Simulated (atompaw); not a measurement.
# Reading a pseudo-wave (Pm)

Columns: radius, all-electron u(r) and pseudo u(r) of the 6p shell (level -1.29 eV) of promethium in the configuration [Kr] 4d10 5s2 4f4.5 5p6 5d0.5 6s2 6p0; PBE, scalar-relativistic, PAW (atompaw) scheme, atompaw 4.2.0.5.

```
r (bohr)  all-electron   pseudo
   0.115       -0.0208  -0.0127
   0.231       -0.0567  -0.0501
   0.346        0.0473  -0.1081
   0.462        0.1067  -0.1820
   0.577        0.0890  -0.2637
   0.692        0.0278  -0.3463
   0.808       -0.0443  -0.4229
   0.923       -0.1066  -0.4854
   1.038       -0.1517  -0.5292
   1.154       -0.1782  -0.5506
   1.269       -0.1871  -0.5480
   1.385       -0.1815  -0.5219
   1.500       -0.1644  -0.4752
   1.615       -0.1387  -0.4119
   1.731       -0.1069  -0.3363
   1.846       -0.0714  -0.2550
   1.962       -0.0335  -0.1720
   2.077        0.0050  -0.0930
   2.192        0.0435  -0.0205
   2.308        0.0814   0.0438
   2.423        0.1178   0.0983
   2.538        0.1525   0.1441
   2.654        0.1857   0.1830
   2.769        0.2165   0.2161
   2.885        0.2457   0.2457
   3.000        0.2725   0.2725
```

**Question.** How many radial nodes do the two functions have?

**Answer.** The all-electron 6p function has n − l − 1 = 4 (the table is too coarse to show those close to the nucleus); the pseudo-wave has 1, since 1 lower shell of the same l stays in the valence.

**Question.** Is the pseudo-wave norm-conserving?

**Answer.** No, it belongs to a PAW set: the norm inside the radius is not constrained, and the difference is carried by the augmentation charge.
